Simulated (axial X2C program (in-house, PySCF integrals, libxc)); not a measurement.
Low determinants of WB⁻ at the PBE0 level, two-component

Computed with an axial X2C code built on PySCF integrals. Two-component (2c) means X2C with spin–orbit coupling and atomic mean-field two-electron Coulomb and Gaunt terms. Basis: W dyall-acv3z [14s15p10d7f4g], B dyall-av3z [8s7p3d2f] (cores contracted in-house); Gaussian nuclei, density fitting, unrestricted open shells. Masses: W 183.951 u, B 11.009 u.

Search at 1.983 Å (vertical energies from the lowest determinant):

| ΔE (eV) | state | electrons beyond evenly filled partner blocks | electrons in ±ω = 1/2, 3/2, 5/2, 7/2 |
| --- | --- | --- | --- |
| 0.00 | Ω = 3 | ω = 1/2, ω = 5/2 | 47 22 9 2 |
| 0.11 | Ω = 1 | ω = -1/2, ω = 3/2 | 47 23 8 2 |
| 0.13 | Ω = 1 | ω = -3/2, ω = 5/2 | 46 23 9 2 |
| 0.18 | Ω = 2 | 2 × ω = 1/2, ω = -3/2, ω = 5/2 | 46 23 9 2 |
| 0.28 | Ω = 2 | ω = -1/2, ω = 5/2 | 47 22 9 2 |
| 0.29 | Ω = 2 | ω = 1/2, ω = 3/2 | 47 23 8 2 |
| 0.70 | Ω = 0 | none | 48 22 8 2 |

Lowest determinant, Ω = 3 (⟨Sz⟩ = 1.95, ⟨Lz⟩ = 1.05 at PBE0): Re = 1.981 Å, ωe = 695.9 cm⁻¹.

The determinant in row 2 of the search, Ω = 1 (⟨Sz⟩ = -0.94, ⟨Lz⟩ = 1.94 at PBE0), was followed along the bond at PBE0; measured from the minimum of the lowest determinant it gives:

Te = -0.003 eV (-23 cm⁻¹), Re = 1.876 Å, ωe = 786.6 cm⁻¹.

**Question.** Compare the bond of the determinant in row 2 with that of the lowest one.

**Answer.** At PBE0 its Re is 0.105 Å shorter and its force constant, which goes as ωe², is 1.28 times that of the lowest determinant. T0 ≈ Te + Δωe/2 = -23 + (45) = 22 cm⁻¹.

The search compares states at one distance, so a state with another bond length can lie lower; it is not exhaustive and yields mostly the lowest determinant of each block pattern, so other components and higher states of one pattern are missing. These are energies of single determinants, not of spin-adapted states; PBE0 term energies can be off by some tenths of an eV, and the functional has no current term. Open-shell Ω = 0 determinants with evenly filled partner blocks cannot be reached by this program, so the Ω shown need not be the lowest component. The lowest determinant need not be the ground state where others lie within half an eV. For an anion, determinants above electron detachment are held by the basis set. Some points of a curve did not converge. The highest occupied level of some functionals is positive through self-interaction error; at Hartree–Fock it is bound. Row 1 has a positive highest level at its minimum. Row 2 has a positive highest level at its minimum.
